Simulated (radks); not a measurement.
Spherical jellium clusters: N electrons in a uniform positive sphere of charge N and radius rs N^(1/3), rs = 2.05 bohr. Method: non-relativistic Kohn-Sham, PBEsol, spin-polarised, spherical densities; computed with a radial shooting solver with Libxc functionals. Levels are named by radial order and angular momentum (1s, 1p, 1d, 2s, ...), and open shells are averaged over m.

N = 38, configuration 1s2 1p6 1d10 2s2 1f14 2p(up 3, down 1). This is the lowest configuration that the search found. Occupied and some empty levels:

level,occupation,eigenvalue (eV),<r> (bohr)
1s up,1,-13.162,3.916
1s down,1,-12.899,4.023
1p up,3,-10.868,4.798
1p down,3,-10.724,4.846
1d up,5,-8.1649,5.441
1d down,5,-8.0718,5.440
2s up,1,-7.3271,4.713
2s down,1,-7.0261,4.617
1f up,7,-5.1476,6.007
1f down,7,-5.0525,5.981
2p up,3,-4.1081,5.682
2p down,1,-3.7722,5.740
1g up,0,-1.9331,6.650
1g down,0,-1.8092,6.615
3s up,0,-1.2927,8.360
2d up,0,-1.2531,7.610
3s down,0,-1.1317,8.515
2d down,0,-1.0388,7.822

Energy (eV): total -11.0618, kinetic 221.01, external -6640.9, Hartree 3231.4, exchange-correlation -243.35, background 3420.7.

Electron density:

r (bohr),n(r) (e/bohr^3)
0.804,0.02712
1.67,0.02825
2.53,0.02775
3.39,0.02702
4.25,0.02779
5.12,0.02706
5.98,0.02071
6.84,0.01115
7.70,0.004476
8.56,0.001550
9.43,0.0005050
10.3,0.0001623
11.2,0.00005301
